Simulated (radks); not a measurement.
Species: the bromine ion Br+. Configuration: [Ar] 3d10 4s2 4p4.

All-electron calculation, scalar-relativistic Kohn-Sham, SCAN, spin-unpolarised, spherical densities, finite nucleus; meta-GGA in the generalised Kohn-Sham scheme; Fermi nuclear charge, rms radius 4.1629 fm. Program: a radial shooting solver on a logarithmic mesh with Libxc functionals.

Energy parts (eV):
part                       energy
total                  -70928.924
kinetic                 72466.054
electron-nucleus      -170656.332
Hartree                 29775.045
exchange-correlation    -2513.692

Orbitals (lengths in bohr, moments of r in powers of bohr; r(90%) holds 90 % of the orbital's charge):
orbital  occ.  eigenvalue (eV)   <1/r>  r(90%)     <r^2>
1s          2        -13364.25   35.65  0.0765  0.002462
2s          2        -1759.340   7.914   0.293   0.04228
2p          6        -1550.544   7.729   0.270   0.03351
3s          2        -255.7515   2.599   0.818    0.3479
3p          6        -188.9766   2.443   0.859    0.3714
3d         10         -79.2176   2.153   0.970    0.4310
4s          2         -31.2567  0.8059    2.43     3.077
4p          4         -17.7894  0.6707    2.95     4.398

The highest occupied level is 4p at -17.789 eV. The electron density at the nucleus is 4.495e+04 e/bohr^3 (large components only). The density falls to 0.001 e/bohr^3 at r = 3.80 bohr. Summed over all electrons, <r^2> = 31.27 bohr^2, which gives a Langevin (diamagnetic) susceptibility term of -24.8 x 10^-6 cm^3/mol. For comparison, the ionisation energy in NIST's Atomic Spectra Database is 21.591 eV (measured). In exact Kohn-Sham theory the highest level is minus the ionisation energy, but local and semilocal functionals leave it too shallow, through self-interaction and a potential that decays too fast; potentials with the right tail come closer.

Run on one thread of a shared host, so times are rough (Arm Neoverse N1): 0.14 s of CPU time, 0.14 s wall, 16 iterations on 2259 mesh points.

Beside tabulated values, note that spin-unpolarised runs miss the spin-polarisation part of the exchange energy of open shells.
